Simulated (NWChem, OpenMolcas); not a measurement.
## AlNH4O2 (SMILES [NH2][Al]([OH])[OH]): methods side by side

AlNH4O2 has 8 atoms, charge 0, and is taken as a singlet. As SMILES, `[NH2][Al]([OH])[OH]`. The coordinates come from a PBE0-D4/def2-TZVP relaxation. This is one conformer, not always the lowest.

Quantity: the vertical energy of the triplet above the singlet, in eV. The values are calculated.

```
           level           kind     program  value (eV)  CPU time (all runs)
 SVWN5/6-311+G**            LDA      NWChem        5.15                 80 s
  BLYP/6-311+G**            GGA  OpenMolcas        4.98              3.4 min
   PBE/6-311+G**            GGA  OpenMolcas        5.01              3.3 min
revPBE/6-311+G**            GGA  OpenMolcas        5.02              4.3 min
  TPSS/6-311+G**       meta-GGA  OpenMolcas        5.11                7 min
r2SCAN/6-311+G**       meta-GGA  OpenMolcas        5.24              4.5 min
 BHLYP/6-311+G**  global hybrid  OpenMolcas        5.35              2.4 min
  PBE0/6-311+G**  global hybrid      NWChem        5.31                 61 s
```

The values span 4.98 to 5.35 eV. CPU times are rough (shared hosts, several kinds of processor and program).
